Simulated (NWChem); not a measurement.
System: CH₆FNSi; SMILES NC[SiH2]F

NWChem input:

```
start job
memory heap 200 mb stack 900 mb global 1100 mb
geometry units angstroms noautosym nocenter noautoz
  N      0.081269     2.144085     0.000000
  C     -0.711694     0.915906     0.000000
  Si     0.412327    -0.590911     0.000000
  F     -0.405732    -2.002267     0.000000
  H      0.683687     2.202594     0.818846
  H      0.683687     2.202594    -0.818846
  H     -1.381554     0.912954    -0.876185
  H     -1.381554     0.912954     0.876185
  H      1.275403    -0.559434     1.218318
  H      1.275403    -0.559434    -1.218318
end
basis spherical
  * library def2-svp
end
dft
  xc xcamb88 1.00 lyp 0.81 vwn_5 0.19 hfexch 1.00
  cam 0.33 cam_alpha 0.19 cam_beta 0.46
  iterations 150
end
property
  efieldgrad
end
task dft property
```

All runs use the structure optimised with PBE0/def2-SVP.

Vzz is the largest principal value of the second derivative of the potential at the nucleus (NWChem prints the opposite sign); η is the asymmetry. Non-relativistic.

Atoms are numbered as in the input.

Question: Give the results of this calculation. (CAM-B3LYP/def2-SVP.) Quantities: Vzz N1 (a.u.); η N1.

Answer: 
```
Quantity        Value
-------------  ------
Vzz N1 (a.u.)  -1.087
η N1             0.14
```
